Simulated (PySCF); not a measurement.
**Polarisability and C₆ of Xe²⁺ (xenon, charge +2)**

[Kr] 4d10 5s2 5p3 5d1, high-spin 5D determinant (an excited configuration). Computed with PySCF 2.14 in x2c-TZVPPall with one added diffuse shell each of s, p, d, f type (9s7p5d3f, 76 functions), with the spin-free X2C one-electron Hamiltonian (Gaussian nucleus). Coupled (time-dependent) response in atomic units; α is the mean over directions.

```tsv
method	mean α (bohr³)	α xx, yy, zz	C₆ (like pair)	S(−4)
UHF	26.91	32.00, 32.00, 16.74	195.1	429.8
PBE	27.51	32.79, 32.79, 16.94	193.8	512.4
PBE0	26.97	32.09, 32.09, 16.73	191.3	465.5
```

S(−4) is the Cauchy moment in α(ω) = α(0) + S(−4) ω² + …

Spin-orbit coupling is absent.

α(iu) at UHF:

```
u (hartree)  α(iu) (bohr³)
          0          26.91
     0.0500          25.91
      0.100          23.57
      0.200          18.52
      0.300          14.69
      0.500          9.851
      0.750          6.533
       1.00          4.655
       1.50          2.770
       2.00          1.899
       3.00          1.115
       5.00         0.5542
```

A single London oscillator, α(iu) = α/(1 + u²/ω²), gives C₆ = (3/4) ω α². Matching the computed C₆ needs ω = 4 × 195.1 / (3 × 26.91²) = 0.359 hartree.

For an ion, C₆ is the dispersion term alone; charge-induced terms of lower order in 1/R come first.

The components differ because the open shell of this determinant is not spherical; for a pure term their mean is the scalar polarisability.

The outer electron is Rydberg-like, and this basis confines it to a smaller radius and binds it less than a complete one would.
